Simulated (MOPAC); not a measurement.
MOPAC input (AM1):

```
AM1 1SCF GEO-OK AUX(PRECISION=9) THREADS=1
C5H10Se

C     2.79441700 1    0.82361100 1    0.11889500 1
C     1.64247600 1    0.35923600 1    0.58647400 1
Se    0.31743100 1   -0.50261700 1   -0.47748300 1
C    -1.26877600 1    0.03693800 1    0.59846100 1
C    -2.46492400 1   -0.75587300 1    0.09199200 1
C    -1.49420200 1    1.53894500 1    0.54263200 1
H     3.53938200 1    1.23048100 1    0.79171600 1
H     3.03931800 1    0.80584700 1   -0.93571700 1
H     1.41265400 1    0.39297900 1    1.64615400 1
H    -1.03090000 1   -0.27047500 1    1.61820900 1
H    -3.35207700 1   -0.50425600 1    0.67832300 1
H    -2.29872800 1   -1.83060400 1    0.16951800 1
H    -2.68029000 1   -0.51658400 1   -0.95177200 1
H    -0.62124700 1    2.09160700 1    0.88954400 1
H    -2.34378700 1    1.81374600 1    1.17570000 1
H    -1.71092100 1    1.85908600 1   -0.47797500 1
```

From the output:

```
                                                       MOPAC v23.2.5 Linux

          FINAL HEAT OF FORMATION =         17.90556 KCAL/MOL =      74.91686 KJ/MOL

          COSMO AREA              =        155.75 SQUARE ANGSTROMS
          COSMO VOLUME            =        151.65 CUBIC ANGSTROMS

          IONIZATION POTENTIAL    =          7.432328 EV
          HOMO LUMO ENERGIES (EV) =         -7.432  0.084
          NO. OF FILLED LEVELS    =         18
          MOLECULAR WEIGHT        =        149.0940         POINT GROUP:  C1

          MOLECULAR DIMENSIONS (Angstroms)

            Atom       Atom       Distance
            H    11    H     7     7.10735
            H    12    H    15     3.68143
            H    16    H    10     2.61770

          SCF CALCULATIONS        =          1

   ATOM   CHEMICAL          X               Y               Z
  NUMBER   SYMBOL      (ANGSTROMS)     (ANGSTROMS)     (ANGSTROMS)

     1       C          2.79441700  *   0.82361100  *   0.11889500  *
     2       C          1.64247600  *   0.35923600  *   0.58647400  *
     3      Se          0.31743100  *  -0.50261700  *  -0.47748300  *
     4       C         -1.26877600  *   0.03693800  *   0.59846100  *
     5       C         -2.46492400  *  -0.75587300  *   0.09199200  *
     6       C         -1.49420200  *   1.53894500  *   0.54263200  *
     7       H          3.53938200  *   1.23048100  *   0.79171600  *
     8       H          3.03931800  *   0.80584700  *  -0.93571700  *
     9       H          1.41265400  *   0.39297900  *   1.64615400  *
    10       H         -1.03090000  *  -0.27047500  *   1.61820900  *
    11       H         -3.35207700  *  -0.50425600  *   0.67832300  *
    12       H         -2.29872800  *  -1.83060400  *   0.16951800  *
    13       H         -2.68029000  *  -0.51658400  *  -0.95177200  *
    14       H         -0.62124700  *   2.09160700  *   0.88954400  *
    15       H         -2.34378700  *   1.81374600  *   1.17570000  *
    16       H         -1.71092100  *   1.85908600  *  -0.47797500  *

                             CARTESIAN COORDINATES

   1    C        2.794417000     0.823611000     0.118895000
   2    C        1.642476000     0.359236000     0.586474000
   3   Se        0.317431000    -0.502617000    -0.477483000
   4    C       -1.268776000     0.036938000     0.598461000
   5    C       -2.464924000    -0.755873000     0.091992000
   6    C       -1.494202000     1.538945000     0.542632000
   7    H        3.539382000     1.230481000     0.791716000
   8    H        3.039318000     0.805847000    -0.935717000
   9    H        1.412654000     0.392979000     1.646154000
  10    H       -1.030900000    -0.270475000     1.618209000
  11    H       -3.352077000    -0.504256000     0.678323000
  12    H       -2.298728000    -1.830604000     0.169518000
  13    H       -2.680290000    -0.516584000    -0.951772000
  14    H       -0.621247000     2.091607000     0.889544000
  15    H       -2.343787000     1.813746000     1.175700000
  16    H       -1.710921000     1.859086000    -0.477975000

           Empirical Formula: C5 H10 Se  =    16 atoms

      MOLECULAR POINT GROUP   :   C1

                  EIGENVALUES
 -35.18306 -33.03675 -28.35108 -23.03331 -21.36646 -18.40383 -15.83825 -15.64839
 -14.63843 -14.33134 -13.66149 -13.25147 -12.43857 -12.15304 -11.23048 -10.84068
  -9.95460  -7.43233   0.08364   0.68393   1.34597   3.79204   4.04783   4.18705
   4.20721   4.47339   4.71743   4.72855   4.80755   4.86142   5.11969   5.18380
   5.40257   5.62662

              NET ATOMIC CHARGES AND DIPOLE CONTRIBUTIONS

  ATOM NO.   TYPE          CHARGE      No. of ELECS.   s-Pop       p-Pop
    1          C          -0.208082        4.2081     1.23932     2.96876
    2          C          -0.280630        4.2806     1.28547     2.99516
    3         Se           0.141064        5.8589     1.95312     3.90581
    4          C          -0.184463        4.1845     1.25929     2.92517
    5          C          -0.203745        4.2037     1.21495     2.98880
    6          C          -0.205323        4.2053     1.21626     2.98907
    7          H           0.116253        0.8837     0.88375
    8          H           0.119725        0.8803     0.88027
    9          H           0.123043        0.8770     0.87696
   10          H           0.096834        0.9032     0.90317
   11          H           0.079133        0.9209     0.92087
   12          H           0.084179        0.9158     0.91582
   13          H           0.080885        0.9191     0.91912
   14          H           0.081105        0.9189     0.91889
   15          H           0.075882        0.9241     0.92412
   16          H           0.084139        0.9159     0.91586
 DIPOLE           X         Y         Z       TOTAL
 POINT-CHG.    -0.735    -0.107    -0.220     0.775
 HYBRID         0.037     0.617     1.008     1.182
 SUM           -0.698     0.510     0.787     1.169

          ATOMIC ORBITAL ELECTRON POPULATIONS

     Atom    s        px        py        pz
    1  C   1.23932   0.96090   0.99301   1.01485
    2  C   1.28547   0.98065   1.01585   0.99866
    3 Se   1.95312   0.95627   1.62466   1.32488
    4  C   1.25929   0.95440   0.96894   1.00182
    5  C   1.21495   0.96391   1.00370   1.02119
    6  C   1.21626   1.02186   0.93635   1.03085
    7  H   0.88375
    8  H   0.88027
    9  H   0.87696
   10  H   0.90317
   11  H   0.92087
   12  H   0.91582
   13  H   0.91912
   14  H   0.91889
   15  H   0.92412
   16  H   0.91586

 **********************
 *                    *
 * JOB ENDED NORMALLY *
 *                    *
 **********************

 == MOPAC DONE ==
```

The geometry given is a B3LYP-D3(BJ)/def2-TZVP minimum.
